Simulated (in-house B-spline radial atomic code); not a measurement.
Cr⁺. Computed with a B-spline radial atomic code. Model: non-relativistic spherical atom: semilocal Troullier-Martins pseudo-atom, one channel per l, against all electrons, high spin, G0W0 and RPA with empty states to l = 8, local potential for every l without a channel, a model core (radius 0 = none) keeps its share of the functional.

What the tables leave out is listed at the end.

The pseudopotential gives back the lowest level of each angular momentum of its own functional in the configuration it was made in; a second state of the same l is only approximately right. Exact exchange, RPA and GW see the smooth pseudo-orbitals and miss the exchange with the core, for which the functional's share stands in. The column with an uncorrelated core keeps all orbitals and exact exchange, and so separates missing core correlation from pseudisation. Only the three outermost levels and the lowest empty one were computed. RPA here is direct RPA, with no exchange kernel, and its energies carry an (l + 1/2)⁻⁴ tail. A hybrid on a potential with a model core restores only its own semilocal share of the core's exchange.

Command:
```bash
python run_psgw.py task.json out
```
Settings (lengths in bohr, energies in hartree):
```
Z                      24
electrons              23
configuration          [Ar] 3d5
generated_in           [Ar] 3d5 4s1
functional             pbe,pbe
core_shells            4
radius_factor          1.3
core_correction        True
```

Cost of the run: 30 s on 1 thread of Arm Neoverse N1, on a shared host.

Given: made with PBE; model core radius 0.47 bohr; local radius 1.391 bohr; mean-field start PBE.

Valence shells of the generating configuration: 3p, 4s, 3d.

Channel: s 3.4, p 1.036, d 3.12 (radii in bohr).

Computed: largest level miss in the spin-unpolarised generating configuration 0.001 eV; valence RPA correlation energy all-electron orbitals -0.6629 hartree; valence RPA correlation energy pseudo -0.73575 hartree; pseudo-atom RPA polarisability 11.091 bohr³.

```json
{"level": "3d up", "occupied": "1", "mean-field all-electron (eV)": "-10.99", "mean-field pseudo minus all (eV)": "-0.543", "G0W0 all-electron (eV)": "-15.997", "G0W0 uncorrelated core minus all (eV)": "0.102", "G0W0 pseudo minus all (eV)": "-0.139", "exchange self-energy all-electron (eV)": "-33.334", "exchange self-energy pseudo (eV)": "-25.078"}
{"level": "4s up (empty)", "occupied": "0", "mean-field all-electron (eV)": "-10.285", "mean-field pseudo minus all (eV)": "-0.133", "G0W0 all-electron (eV)": "-7.1764", "G0W0 uncorrelated core minus all (eV)": "-0.029", "G0W0 pseudo minus all (eV)": "-1.07", "exchange self-energy all-electron (eV)": "-3.1937", "exchange self-energy pseudo (eV)": "-4.6901"}
```

(1) What is the all-electron RPA polarisability, core included?

Results:

(1) 11.616 bohr³.

Among the listed levels the largest G0W0 shift of the pseudo-atom is -1.07 eV, for 4s up (empty) on the PBE start, while leaving the core uncorrelated moves that level by -0.03 eV. So pseudisation and the lost core exchange, not the missing core correlation, make the error. Not in the tables (levels of low weight, unsolved or above zero; the highest and the empty levels are kept at any weight): on PBE the G0W0 levels 3p down (pseudo minus all -0.72 eV, weights 0.69 and 0.62), 3p up (pseudo minus all -3.24 eV, weights 0.04 and 0.08); on PBE0, a start not tabulated, the G0W0 levels 3d up (pseudo minus all +0.60 eV, weights 0.58 and 0.61), 3p down (pseudo minus all +0.68 eV, weights 0.46 and 0.77), 3p up (pseudo minus all +0.85 eV, weights 0.09 and 0.34), 4s up (pseudo minus all -1.24 eV, weights 0.94 and 0.95); no Hartree-Fock pseudo-atom is run with a model core.
